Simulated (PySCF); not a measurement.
Compound: C6H8OSSi.
Bonds: Si1–O2, O2–C3, C3–C4 (aromatic), C4–C5 (aromatic), C5–C6 (aromatic), C6–C7 (aromatic), C7–C8 (aromatic), C8–S9, C3–C8 (aromatic). Hydrogens: H10, H11, H12 on Si1; H13 on C4; H14 on C5; H15 on C6; H16 on C7; H17 on S9.

Computed, not measured: TDDFT CAM-B3LYP/def2-SVPD, vertical, gas phase, core orbitals frozen in the response in PySCF. One conformer (not necessarily the lowest) at the PBE0-D3(BJ)/def2-SVP geometry, without solvent, vibrations or thermal averaging. Torsions of this conformer, `[SiH3:1][O:2][c:3]1[cH:4][cH:5][cH:6][cH:7][c:8]1[SH:9]`: Si1–O2–C3–C4 2°, H–S9–C8–C7 180°.

Computed states:

| state | E (eV) | f |
| --- | --- | --- |
| S1 | 4.90 | 0.056 |
| S2 | 5.40 | 0.0027 |
| S3 | 5.42 | 0.153 |
| S4 | 5.61 | 0.011 |
| S5 | 6.23 | 0.313 |
| S6 | 6.28 | 0.0094 |

Broadening: Gaussians 0.4 eV wide at half height, area fixed by f = 4.319×10⁻⁹ ∫ε dν̃. The cross-section is σ = 3.8235×10⁻²¹ ε cm², given in Mb (10⁻¹⁸ cm²). The width is an assumption, not a result. The curve ends short of the highest state used, and states not computed would add to its high-energy end.

(1) What does the envelope look like, and where are its maxima?

(2) On this curve, what absorbance would a 10⁻⁵ mol/L sample give at 266 nm over a 1 cm path?

(3) Coming from long wavelengths, where does ε first pass 100 L mol⁻¹ cm⁻¹?

Answers

(1) 
λ (nm), σ (Mb) and a bar:
```
    218.4      15.61 ###########
    220.0      20.67 ###############
    221.7      26.61 ###################
    223.3      32.08 #######################
    224.9      36.76 ###########################
    226.5      40.05 #############################
    228.2      41.59 ##############################
    229.8      41.06 ##############################
    231.4      38.78 ############################
    233.0      35.17 #########################
    234.7      30.51 ######################
    236.3      25.97 ###################
    237.9      21.80 ################
    239.5      18.37 #############
    241.2      15.75 ###########
    242.8      14.27 ##########
    244.4      13.61 ##########
    246.0      13.58 ##########
    247.7      13.94 ##########
    249.3      14.38 ##########
    250.9      14.71 ###########
    252.5      14.77 ###########
    254.2      14.46 ##########
    255.8      13.77 ##########
    257.4      12.76 #########
    259.0      11.49 ########
    260.6      10.06 #######
    262.3       8.49 ######
    263.9       7.03 #####
    265.5       5.68 ####
    267.1       4.48 ###
    268.8       3.39 ##
    270.4       2.55 ##
    272.0       1.87 #
    273.6       1.35 #
    275.3       0.93 #
    276.9       0.64 
    278.5       0.43 
    280.1       0.29 
    281.8       0.18 
    283.4       0.12 
    285.0       0.07 
    286.6       0.05 
    288.3       0.03
```

Maxima: 252 nm (4.92 eV), ε about 3900, made up of S1 (96%); 229 nm (5.43 eV), ε about 11000, made up of S3 (94%) (ε in L mol⁻¹ cm⁻¹; maxima over ε = 5, shares over 10%).

(2) 266 nm is 4.661 eV, where ε is about 1400 L mol⁻¹ cm⁻¹, so A = ε c l ≈ 0.014 (Beer–Lambert, with the gas-phase spectrum and the assumed width).

(3) At about 279 nm (4.44 eV), 0.46 eV below S1.
